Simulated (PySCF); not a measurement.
Task: Give a PBE0-D3(BJ)/def2-SVP geometry of `C#C[Si@H](Cl)N=C`.

Result: 
```
atom  x, y, z in Å
C1    -2.0895   -1.2026    0.0898
C2    -1.3713   -0.2199    0.1170
Si3   -0.2038    1.1910    0.1698
Cl4   -0.4111    2.2621   -1.5753
N5     1.4538    0.6673    0.2750
C6     1.8379   -0.5342    0.3368
H7    -2.7397   -2.0595    0.0611
H8    -0.5007    2.0816    1.3143
H9     1.1572   -1.4119    0.3226
H10    2.9162   -0.7680    0.4089
```

Any rigid rotation of these coordinates is as good. Atoms count from 1 in this order. Of the pairs four or more bonds apart, C2···H9 is among the closest relative to their van der Waals radii: 2.80 Å, 97 % of the sum of Bondi's values. Si3 (chlorine-bound silicon) is tetrahedral (angles from 107.7° to 112.1°).

Bonds between heavy atoms (Å): C1≡C2 1.217, C2–Si3 1.832, Si3–Cl4 2.058, Si3–N5 1.742, N5=C6 1.263.

Level of theory: PBE0-D3(BJ)/def2-SVP geometry optimisation, gas phase in PySCF.

Point group: C1 (no symmetry element, even within 0.4 Å). Stationary, but not proved a minimum. One conformer, not necessarily the lowest (C2–Si3–N5–C6 -1°).
